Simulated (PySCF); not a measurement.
**Unknown compound**

The spectra below were simulated for a compound C$_{5}$H$_{14}$OSi.

1H NMR (400 MHz, computed): δ 3.83 (q, 2H), 1.29 (t, 3H), 0.04 (s, 9H).

13C{1H} NMR (computed): δ 61.3 (CH2), 20.8 (CH3), -0.2 (CH3, 3C).

[PySCF 2.14: GFN2-xTB structure; σ from GIAO-PBE0/pcSseg-1; one conformer; relativity neglected; gas phase; averaged over atoms made equivalent by symmetry, fast rotation or ring inversion]

Referencing at the same level of theory: 1H (σ = 31.72 ppm) and 13C (σ = 186.93 ppm) against TMS.

**Question.** Choose the structure that fits.
A. CC(C)(C)CO[SiH3]
B. C[SiH2]OC(C)(C)C
C. CCC(C)(C)O[SiH3]
D. CCO[Si](C)(C)C

**Answer.** D. 

- The formula gives 0 degrees of unsaturation.
- 3 carbon signals for 5 carbons: some carbons are equivalent by symmetry or fast rotation.
- Carbon types of the structure: 1 × CH2, 4 × CH3, which accounts for all hydrogens.
- δC 61.3: sp3 CH2 bonded to O; deshielded by the electronegative neighbour.
- δC 20.8: methyl carbon; aliphatic region, no heteroatom directly attached.
- δC -0.2: methyl carbon bonded to Si; an electropositive neighbour leaves it electron-rich and shielded.
- δH 3.83: hydrogen on an sp3 CH2 bonded to O; its carbon carries O, hence the downfield position.
- δH 0.04: hydrogen on a methyl carbon bonded to Si; an electropositive neighbour shields it, as in TMS itself.

The others: CC(C)(C)CO[SiH3] has carbons computed at 78.4, 35.7, 27.5, with a different DEPT pattern; C[SiH2]OC(C)(C)C has carbons computed at 72.7, 32.8, -2.1, with a different DEPT pattern; CCC(C)(C)O[SiH3] would give 4 carbon signals, not 3.

Shifts are as computed. Against solution values, carbons near 30 ppm lie about +3 ppm off and those near 130 ppm about +5 ppm (rms about the fit 2.1 ppm; single classes can miss by 10 ppm). Of 1328 compounds with measured shifts, 309 miss one by over three times the rms of a fit or turn the order of signals round; such compounds aren't used in these exercises. Signals without a measured value on file couldn't be tested in this way; 1H shifts scatter by 0.2 ppm about their fit, and single ones miss by 0.5 ppm. Multiplicities follow the n + 1 count of equivalent neighbours, as no J values were calculated; m marks all less simple cases, F and P coupling included.
